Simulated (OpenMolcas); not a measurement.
# Ir5+: effect of the active space

- Program: OpenMolcas 26.06
- Method: CASSCF or its RAS form
- Basis: ANO-RCC-VTZP
- Scalar Hamiltonian: DKH2, point nucleus
- Spin-orbit coupling: RASSI with atomic mean-field integrals over the reference wave functions, term energies averaged over their components

A. 4 electrons in 5 orbitals (5d); 2S+1 = 5 even, 5 roots; 2S+1 = 3 even, 45 roots; 2S+1 = 1 even, 50 roots; cost about 23 core-seconds
B. 10 electrons in 8 orbitals (RAS1 5p, at most 2 holes; RAS2 5d); 2S+1 = 5 even, 5 roots; 2S+1 = 3 even, 45 roots; 2S+1 = 1 even, 50 roots; cost of the order of 80 core-seconds
C. 4 electrons in 10 orbitals (5d 6d); 2S+1 = 5 even, 5 roots; 2S+1 = 3 even, 45 roots; 2S+1 = 1 even, 50 roots; cost about 70 core-seconds

Energies in cm-1 above 5d4 5D0.

| Level | A | B | C |
| --- | --- | --- | --- |
| 5d4 5D0 [62 %] | 0.0 | 0.0 | 0.0 |
| 5d4 5D1 | 5211 | 5884 | 5272 |
| 5d4 5D2 | 9901 | 10884 | 9962 |
| 5d4 5D3 | 13640 | 14696 | 13714 |
| 5d4 5D4 [67 %] | 16204 | 17151 | 16283 |
| 5d4 3H4 [54 %] | 25796 | 27285 | 25511 |
| 5d4 3G3 [59 %] | 30965 | 31783 | 30620 |
| 5d4 3H5 | 32085 | 34086 | 31883 |
| 5d4 3F2(1) [68 %] | 32313 | 32333 | 31998 |
| 5d4 3P1(1) | 33023 | 32687 | 32743 |
| 5d4 3H6 [73 %] | 34820 | 37145 | 34656 |
| 5d4 3G4 [55 %] | 38262 | 39666 | 37995 |
| 5d4 3G5 | 47195 | 49055 | 47112 |
| 5d4 1I6 [73 %] | 49451 | 52246 | 49305 |
| 5d4 3D1 | 50179 | 50483 | 49840 |
| 5d4 1S0(1) [74 %] | 57430 | 56358 | 57161 |
| 5d4 1F3 [59 %] | 60996 | 61377 | 60651 |
| 5d4 3P2(2) [66 %] | 65334 | 64144 | 64783 |
| 5d4 3F4(2) [52 %] | 68779 | 68296 | 68370 |
| 5d4 3F3(2) | 72425 | 72156 | 71795 |
| 5d4 3P1(2) | 73609 | 72682 | 72988 |
| 5d4 3P0(2) | 77367 | 76351 | 76643 |
| 5d4 1G4(2) | 77537 | 77412 | 76876 |
| 5d4 1D2(2) | 95422 | 93996 | 94581 |

Among A to C the level of the table that moves most is 5d4 1I6 [73 %], by 2900 cm-1 (lowest in C, highest in B).

Without dynamic correlation excited terms often stand tens of per cent too high (terms of higher spin than the ground term too low), and those without a measured partner can miss by more than the paired ones. Active for correlation alone: 5p; no level in the range computed is led by a configuration that opens it, so any true level of that kind is missing (holds for B). Active for correlation alone: 6d; no level in the range computed is led by a configuration that fills it, so any true level of that kind is missing (holds for C). Only configurations of the active space appear. The table leaves out levels that lie high or whose names do not pair safely across all columns.

A share in square brackets marks a mixed level and gives the weight of the term that names it, the lowest over the columns. A number in round brackets counts repeated terms of one configuration in the order of the reference energies.
